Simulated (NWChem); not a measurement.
System: CH6BFSi; SMILES B([SiH3])(C)F

Here is an NWChem input.

```
start job
memory heap 200 mb stack 900 mb global 1100 mb
geometry units angstroms noautoz
  B      0.076026    -0.553861    -0.039171
  F      1.298004    -1.078120    -0.120601
  C     -1.155821    -1.509600     0.048031
  H     -1.805840    -1.342479    -0.829684
  H     -1.780363    -1.252870     0.920894
  H     -0.884942    -2.574936     0.093220
  Si    -0.036425     1.492093    -0.041138
  H     -1.452719     1.978786    -0.050364
  H      0.661927     2.064183    -1.237113
  H      0.632738     2.046423     1.180694
end
basis spherical
  B library def2-svp
  F library def2-svp
  C library def2-svp
  H library def2-svp
  Si library def2-svp
end
dft
  xc b3lyp
  grid xcoarse
  iterations 150
  mulliken
end
task dft gradient
```

Parts of the log:

```
             Northwest Computational Chemistry Package (NWChem) 7.3.0
             --------------------------------------------------------

 C1  symmetry detected

                             Geometry "geometry" -> ""
                             -------------------------

 Output coordinates in angstroms (scale by  1.889725989 to convert to a.u.)

  No.       Tag          Charge          X              Y              Z
 ---- ---------------- ---------- -------------- -------------- --------------
    1 B                    5.0000     0.07156245    -0.56145126     0.00101912
    2 F                    9.0000     1.29180185    -1.09598220    -0.00001643
    3 C                    6.0000    -1.17134764    -1.50678861     0.00124082
    4 H                    1.0000    -1.75931913    -1.33105176    -0.91758660
    5 H                    1.0000    -1.85110691    -1.24764841     0.83107605
    6 H                    1.0000    -0.91309023    -2.57457663     0.06031816
    7 Si                  14.0000    -0.02330551     1.48539389    -0.00034985
    8 H                    1.0000    -1.43161938     1.98435148    -0.10300110
    9 H                    1.0000     0.75882967     2.05550321    -1.14428106
   10 H                    1.0000     0.56664014     2.02973541     1.26597978

 Effective nuclear repulsion energy (a.u.)     144.1123388739

                                 NWChem DFT Module
                                 -----------------

 Summary of "ao basis" -> "ao basis" (spherical)
 ------------------------------------------------------------------------------
       Tag                 Description            Shells   Functions and Types
 ---------------- ------------------------------  ------  ---------------------
 B                          def2-svp                 6       14   3s2p1d
 F                          def2-svp                 6       14   3s2p1d
 C                          def2-svp                 6       14   3s2p1d
 H                          def2-svp                 3        5   2s1p
 Si                         def2-svp                 8       18   4s3p1d

            General Information
            -------------------
          SCF calculation type: DFT
          Wavefunction type:  closed shell.
          No. of atoms     :    10
          No. of electrons :    40
           Alpha electrons :    20
            Beta electrons :    20
          Charge           :     0
          Spin multiplicity:     1
          Use of symmetry is: off; symmetry adaption is: off
          Maximum number of iterations: 150
          AO basis - number of functions:    90
                     number of shells:    44
          Convergence on energy requested:  1.00D-06
          Convergence on density requested:  1.00D-05
          Convergence on gradient requested:  5.00D-04

              XC Information
              --------------
                         B3LYP Method XC Potential
                     Hartree-Fock (Exact) Exchange  0.200
                        Slater Exchange Functional  0.800 local
                    Becke 1988 Exchange Functional  0.720 non-local
              Lee-Yang-Parr Correlation Functional  0.810
                  VWN I RPA Correlation Functional  0.190 local

             Grid Information
             ----------------
          Grid used for XC integration:  xcoarse
          Radial quadrature: Mura-Knowles
          Angular quadrature: Lebedev.
          Tag              B.-S. Rad. Rad. Pts. Rad. Cut. Ang. Pts.
          ---              ---------- --------- --------- ---------
          B                   0.85       21           8.0       194
          F                   0.50       21          10.0       194
          C                   0.70       21          10.0       194
          H                   0.35       21          12.0       194
          Si                  1.10       42          10.0       194
          Grid pruning is: on
          Number of quadrature shells:   231
          Spatial weights used:  Erf1

      Superposition of Atomic Density Guess
      -------------------------------------

 Sum of atomic energies:        -453.15553495

      Non-variational initial energy
      ------------------------------

 Total energy =    -454.739926
 1-e energy   =    -911.265667
 2-e energy   =     312.413403
 HOMO         =      -0.301949
 LUMO         =      -0.001300

     ---------------------------------------------
      Total Density - Mulliken Population Analysis
     ---------------------------------------------

    Atom       Charge   Shell Charges
 -----------   ------   -------------------------------------------------------
    1 B    5     4.51   1.99  0.90  0.23  1.08  0.20  0.11
    2 F    9     9.36   1.99  1.15  0.72  3.50  1.99  0.00
    3 C    6     6.48   1.99  0.97  0.21  2.15  1.14  0.01
    4 H    1     0.85   0.64  0.19  0.03
    5 H    1     0.86   0.64  0.19  0.03
    6 H    1     0.88   0.65  0.19  0.03
    7 Si  14    13.89   2.00  1.99  1.03  0.32  5.94  1.19  1.33  0.09
    8 H    1     1.06   0.69  0.36  0.01
    9 H    1     1.06   0.69  0.36  0.01
   10 H    1     1.06   0.69  0.36  0.01

   convergence    iter        energy       DeltaE   RMS-Dens  Diis-err
 ---------------- ----- ----------------- --------- --------- ---------
 d= 0,ls=0.0,diis     1   -455.6979032953 -6.00D+02  1.27D-02  4.57D-01
 d= 0,ls=0.0,diis     2   -455.6879260482  9.98D-03  6.60D-03  8.04D-01
 d= 0,ls=0.0,diis     3   -455.7572283216 -6.93D-02  1.39D-03  3.02D-02
 d= 0,ls=0.0,diis     4   -455.7593569300 -2.13D-03  4.69D-04  2.45D-03
 d= 0,ls=0.0,diis     5   -455.7596597770 -3.03D-04  9.52D-05  1.30D-04
  Resetting Diis
 d= 0,ls=0.0,diis     6   -455.7596771506 -1.74D-05  2.74D-05  4.36D-06
 d= 0,ls=0.0,diis     7   -455.7596777628 -6.12D-07  1.30D-05  2.89D-07
 d= 0,ls=0.0,diis     8   -455.7596777657 -2.90D-09  6.30D-06  2.90D-07

         Total DFT energy =     -455.759677765675
      One electron energy =     -914.723559673947
           Coulomb energy =      357.966036983747
    Exchange-Corr. energy =      -43.114493949405
 Nuclear repulsion energy =      144.112338873929

 Numeric. integr. density =       40.001860742261

                       DFT Final Molecular Orbital Analysis
                       ------------------------------------

 Vector   18  Occ=2.000000D+00  E=-3.452483D-01
              MO Center=  4.2D-01,  1.8D+00,  1.3D-01, r^2= 2.3D+00
   Bfn.  Coefficient  Atom+Function         Bfn.  Coefficient  Atom+Function
  ----- ------------  ---------------      ----- ------------  ---------------
    86      0.340720  10 H  s                81     -0.305487   9 H  s
    67      0.292243   7 Si pz               70      0.229665   7 Si pz
    87      0.182000  10 H  s                64     -0.168267   7 Si pz
    82     -0.161162   9 H  s                20      0.057404   2 F  pz
    74     -0.049740   7 Si d  1             23     -0.040386   2 F  pz

 Vector   19  Occ=2.000000D+00  E=-3.431537D-01
              MO Center= -5.2D-01,  1.8D+00, -1.2D-01, r^2= 2.3D+00
   Bfn.  Coefficient  Atom+Function         Bfn.  Coefficient  Atom+Function
  ----- ------------  ---------------      ----- ------------  ---------------
    76      0.379903   8 H  s                65     -0.290888   7 Si px
    68     -0.216287   7 Si px               81     -0.212711   9 H  s
    77      0.211252   8 H  s                62      0.166805   7 Si px
    86     -0.151392  10 H  s                82     -0.119215   9 H  s
    87     -0.086528  10 H  s                19     -0.069601   2 F  py

 Vector   20  Occ=2.000000D+00  E=-2.829052D-01
              MO Center= -5.8D-03,  9.5D-02,  1.3D-03, r^2= 3.2D+00
   Bfn.  Coefficient  Atom+Function         Bfn.  Coefficient  Atom+Function
  ----- ------------  ---------------      ----- ------------  ---------------
     5      0.371992   1 B  py               66      0.286231   7 Si py
    69      0.267557   7 Si py               19     -0.259914   2 F  py
    22      0.188417   2 F  py               31      0.185632   3 C  s
    33      0.183200   3 C  py               32      0.175737   3 C  px
    63     -0.155142   7 Si py               60     -0.146886   7 Si s

 Vector   21  Occ=0.000000D+00  E=-4.717414D-02
              MO Center=  3.3D-02, -1.7D-01, -4.5D-04, r^2= 3.0D+00
   Bfn.  Coefficient  Atom+Function         Bfn.  Coefficient  Atom+Function
  ----- ------------  ---------------      ----- ------------  ---------------
     6      0.519852   1 B  pz                9     -0.472098   1 B  pz
    70     -0.367986   7 Si pz               87      0.348679  10 H  s
    82     -0.326475   9 H  s                20     -0.236441   2 F  pz
    23      0.222342   2 F  pz               44     -0.178068   4 H  s
    49      0.154489   5 H  s                43     -0.137051   4 H  s

 Vector   22  Occ=0.000000D+00  E= 4.444512D-02
              MO Center= -3.4D-03,  9.4D-01,  2.3D-02, r^2= 4.6D+00
   Bfn.  Coefficient  Atom+Function         Bfn.  Coefficient  Atom+Function
  ----- ------------  ---------------      ----- ------------  ---------------
    68      1.158868   7 Si px               77      0.967602   8 H  s
    31      0.783837   3 C  s                82     -0.605268   9 H  s
    87     -0.442887  10 H  s                54     -0.406767   6 H  s
     7      0.308003   1 B  px               65      0.196703   7 Si px
     3     -0.194825   1 B  s                76      0.193948   8 H  s

 Vector   23  Occ=0.000000D+00  E= 5.449240D-02
              MO Center= -8.8D-01, -2.3D-01, -3.5D-02, r^2= 7.1D+00
   Bfn.  Coefficient  Atom+Function         Bfn.  Coefficient  Atom+Function
  ----- ------------  ---------------      ----- ------------  ---------------
    31      2.021815   3 C  s                44     -0.948222   4 H  s
    49     -0.910010   5 H  s                69      0.736808   7 Si py
    77     -0.607129   8 H  s                 8      0.582567   1 B  py
    60      0.568330   7 Si s                54     -0.421194   6 H  s
    87     -0.403404  10 H  s                82     -0.342258   9 H  s

     ---------------------------------------------
      Total Density - Mulliken Population Analysis
     ---------------------------------------------

    Atom       Charge   Shell Charges
 -----------   ------   -------------------------------------------------------
    1 B    5     4.95   1.99  0.86  0.19  1.48  0.31  0.13
    2 F    9     9.09   1.99  1.14  0.71  3.37  1.87  0.01
    3 C    6     6.06   1.98  0.90  0.14  2.15  0.88  0.02
    4 H    1     0.95   0.73  0.20  0.03
    5 H    1     0.95   0.73  0.20  0.03
    6 H    1     0.96   0.73  0.20  0.02
    7 Si  14    13.79   2.00  1.98  1.06  0.24  5.93  1.34  1.12  0.12
    8 H    1     1.09   0.74  0.34  0.01
    9 H    1     1.08   0.74  0.33  0.01
   10 H    1     1.08   0.74  0.33  0.01

     -------------------------------------------
      Total Density - Lowdin Population Analysis
     -------------------------------------------

    Atom       Charge   Shell Charges
 -----------   ------   -------------------------------------------------------
    1 B    5     5.14   1.96  0.56  0.28  1.36  0.66  0.31
    2 F    9     8.95   1.98  0.99  0.70  3.21  2.07  0.01
    3 C    6     6.15   1.96  0.58  0.31  1.91  1.33  0.05
    4 H    1     0.94   0.62  0.26  0.07
    5 H    1     0.94   0.62  0.26  0.07
    6 H    1     0.96   0.63  0.26  0.07
    7 Si  14    13.66   2.00  1.93  0.68  0.35  5.82  1.35  1.34  0.20
    8 H    1     1.09   0.64  0.43  0.02
    9 H    1     1.08   0.64  0.42  0.02
   10 H    1     1.08   0.64  0.42  0.02

     Multipole analysis of the density
     ---------------------------------

     L   x y z        total         alpha         beta         nuclear
     -   - - -        -----         -----         ----         -------
     0   0 0 0      0.000000    -20.000000    -20.000000     40.000000

     1   1 0 0     -0.439669     -0.219835     -0.219835     -0.000000
     1   0 1 0     -0.270850     -0.135425     -0.135425      0.000000
     1   0 0 1     -0.009039     -0.004519     -0.004519      0.000000

     2   2 0 0    -25.638115    -72.788443    -72.788443    119.938772
     2   1 1 0      1.244898     -6.579201     -6.579201     14.403301
     2   1 0 1      0.019817     -0.005996     -0.005996      0.031808
     2   0 2 0    -26.254173   -154.430660   -154.430660    282.607146
     2   0 1 1      0.029551     -0.022933     -0.022933      0.075417
     2   0 0 2    -23.982318    -19.952847    -19.952847     15.923376

            General Information
            -------------------
          SCF calculation type: DFT
          Wavefunction type:  closed shell.
          No. of atoms     :    10
          No. of electrons :    40
           Alpha electrons :    20
            Beta electrons :    20
          Charge           :     0
          Spin multiplicity:     1
          Use of symmetry is: off; symmetry adaption is: off
          Maximum number of iterations: 150
          AO basis - number of functions:    90
                     number of shells:    44
          Convergence on energy requested:  1.00D-06
          Convergence on density requested:  1.00D-05
          Convergence on gradient requested:  5.00D-04

              XC Information
              --------------
                         B3LYP Method XC Potential
                     Hartree-Fock (Exact) Exchange  0.200
                        Slater Exchange Functional  0.800 local
                    Becke 1988 Exchange Functional  0.720 non-local
              Lee-Yang-Parr Correlation Functional  0.810
                  VWN I RPA Correlation Functional  0.190 local

             Grid Information
             ----------------
          Grid used for XC integration:  xcoarse
          Radial quadrature: Mura-Knowles
          Angular quadrature: Lebedev.
          Tag              B.-S. Rad. Rad. Pts. Rad. Cut. Ang. Pts.
          ---              ---------- --------- --------- ---------
          B                   0.85       21           8.0       194
          F                   0.50       21          10.0       194
          C                   0.70       21          10.0       194
          H                   0.35       21          12.0       194
          Si                  1.10       42          10.0       194
          Grid pruning is: on
          Number of quadrature shells:   231
          Spatial weights used:  Erf1

          Convergence Information
          -----------------------
          Convergence aids based upon iterative change in
          total energy or number of iterations.
          Levelshifting, if invoked, occurs when the
          HOMO/LUMO gap drops below (HL_TOL):  1.00D-02
          DIIS, if invoked, will attempt to extrapolate
          using up to (NFOCK): 10 stored Fock matrices.

[...]

                         DFT ENERGY GRADIENTS

    atom               coordinates                        gradient
                 x          y          z           x          y          z
   1 B       0.135233  -1.060989   0.001926    0.005218  -0.002742  -0.000006
   2 F       2.441152  -2.071106  -0.000031   -0.006887   0.003005   0.000022
   3 C      -2.213526  -2.847418   0.002345   -0.000082   0.000152   0.000037
   4 H      -3.324631  -2.515323  -1.733987    0.000834  -0.000035   0.001078
   5 H      -3.498085  -2.357714   1.570506    0.000895  -0.000048  -0.001017
   6 H      -1.725490  -4.865244   0.113985   -0.000007   0.001258  -0.000108
   7 Si     -0.044041   2.806987  -0.000661    0.000076  -0.003845  -0.000036
   8 H      -2.705368   3.749881  -0.194644   -0.002511   0.000571  -0.000180
   9 H       1.433980   3.884338  -2.162378    0.001391   0.000891  -0.001975
  10 H       1.070795   3.835644   2.392355    0.001073   0.000794   0.002186
```

Level: B3LYP/def2-SVP. Coordinates come from a PBE0/def2-SVP optimisation. B3LYP is NWChem's, with the RPA form of VWN correlation.
